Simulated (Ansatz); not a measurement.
Pd₄S₃, relaxed as a singlet with RKS r2SCAN-D4/def2-SVP in Ansatz, starting from the GFN1-xTB geometry. Force threshold 0.02 eV/Å.

In the def2 sets Pd takes a core potential; there is no spin–orbit coupling. The restricted singlet is unstable towards broken spin symmetry in Hartree–Fock (as tested in another run); at r2SCAN-D4/def2-SVP this wasn't settled. The relaxation made no stability test and no search for a lower SCF solution. No other spin state of charge 0 was run. Another isomer (singlet) lies 1.14 eV lower at PBE0-D4/def2-TZVP; other spin states weren't run for this one.

Start:

```csv
atom,x (Å),y (Å),z (Å)
Pd1,1.9200,1.3893,-0.6787
Pd2,-0.5195,-1.5255,-0.4079
Pd3,-0.8639,1.3009,-1.1442
Pd4,0.9141,0.0353,1.2050
S5,-0.8351,-1.3589,1.9833
S6,-1.3924,0.3211,0.8722
S7,0.7768,-0.1622,-1.8298
```

| step | energy (eV) | largest force component (eV/Å) | SCF passes |
| --- | --- | --- | --- |
| 1 | -46422.9952 | 1.066 | 49 |
| 2 | -46423.1118 | 0.578 | 37 |
| 3 | -46423.1505 | 0.367 | 33 |
| 4 | -46423.1671 | 0.128 | 33 |
| 5 | -46423.1686 | 0.167 | 35 |
| 6 | -46423.1748 | 0.060 | 29 |
| 7 | -46423.1752 | 0.043 | 28 |
| 8 | -46423.1756 | 0.015 | 30 |

Force components are those of the run's own axes.

End:

Cartesian coordinates in Å:
```
Pd 1.855 1.294 -0.685
Pd -0.420 -1.489 -0.377
Pd -0.855 1.390 -1.173
Pd 0.882 0.073 1.383
S -0.841 -1.462 2.054
S -1.318 0.349 0.764
S 0.697 -0.156 -1.966
```

By distances, no bond broke or formed. The bond that changes most is S5–S6, from 2.09 to 2.27 Å (atoms count from 1).

No frequencies were taken in this run, so the end may be a saddle point.

Hardware: 4 threads of Intel Xeon 6975P-C on a shared host. Wall time 26 s.
